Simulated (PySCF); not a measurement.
Si(CF3)(OH)3 (CH3F3O3Si), SMILES O[Si](C(F)(F)F)(O)O. Atoms are numbered in the order given.

```xyz
11

O     -1.4357     0.5971     1.3770
Si     0.0000     0.0000     0.8608
O      1.2350     0.9448     1.3770
O      0.2007    -1.5419     1.3770
C      0.0000     0.0000    -1.0612
F     -0.4099     1.1784    -1.5626
F      1.2255    -0.2342    -1.5626
F     -0.8156    -0.9442    -1.5626
H     -1.6586     1.5053     1.1529
H      2.1330     0.6838     1.1529
H     -0.4743    -2.1891     1.1529
```
Charge 0, spin multiplicity 1.

Geometry: PBE0-D3(BJ)/def2-SVP. One conformer was computed; it need not be the lowest.

These are PBE/def2-TZVP in PySCF values and carry that method's errors.

The molecule is in vacuum.

Computed frontier levels, gap, dipole moment:
| Item | Result |
|---|---|
| highest occupied level | -7.45 eV |
| lowest empty level | -0.61 eV |
| orbital gap | 6.84 eV |
| dipole moment | 0.48 D |
| quadrupole, principal values (traceless, Buckingham form, about the centre of nuclear charge) | -10.97, 5.49, 5.49 D·Å |
